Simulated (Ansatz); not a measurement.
Start from `CC[Te]C` and change one atom or group to get `CC[TeH]`.

Ansatz, PBE0-D4/def2-TZVP geometries, multiplicity 1. Each molecule was computed in one conformer, which needn't be the lowest.

Elements past krypton have def2 core potentials.

```
                                                                                  property  `CC[Te]C`
                                          size of the dipole moment (B3LYP/def2-TZVPP) / D       1.37
                                                         HOMO energy (PBE/def2-TZVPP) / eV      -4.58
                                                   HOMO–LUMO gap (ωB97M-V/def2-TZVPP) / eV       9.06
ideal-gas entropy at 298 K and 1 bar (rigid rotor, harmonic PBE0-D4/def2-TZVP) / J/(mol·K)        354
                                                         LUMO energy (PBE/def2-TZVPP) / eV      -1.22
                                            size of the dipole moment (PBE/def2-TZVPP) / D       1.39
```

Question: Give the same properties after the change, and the shifts. (Best estimate.)

Answer: The calculation gave: 
```tsv
property	`CC[TeH]`	shift
size of the dipole moment (B3LYP/def2-TZVPP) / D	1.41	0.04
HOMO energy (PBE/def2-TZVPP) / eV	-4.98	-0.40
HOMO–LUMO gap (ωB97M-V/def2-TZVPP) / eV	9.35	0.29
ideal-gas entropy at 298 K and 1 bar (rigid rotor, harmonic PBE0-D4/def2-TZVP) / J/(mol·K)	312	-42
LUMO energy (PBE/def2-TZVPP) / eV	-1.41	-0.19
size of the dipole moment (PBE/def2-TZVPP) / D	1.43	0.04
```

With PBE0 the HOMO falls by 0.41 eV and the LUMO falls by 0.19 eV, so the gap widens by about 0.22 eV. PBE moves the HOMO by -0.40 eV and ωB97M-V by -0.41 eV. The zero-point energy changes by -78.9 kJ/mol with -9 modes. Dipoles are sizes alone; their direction can turn. Modes under 60 cm⁻¹, often nearly free rotors, make the harmonic entropy too high.

B3LYP here is the variant with VWN-RPA as its local correlation; programs differ in this.

Spin–orbit coupling is left out; it splits and shifts lone-pair levels of the heavy atoms by tenths of an eV.
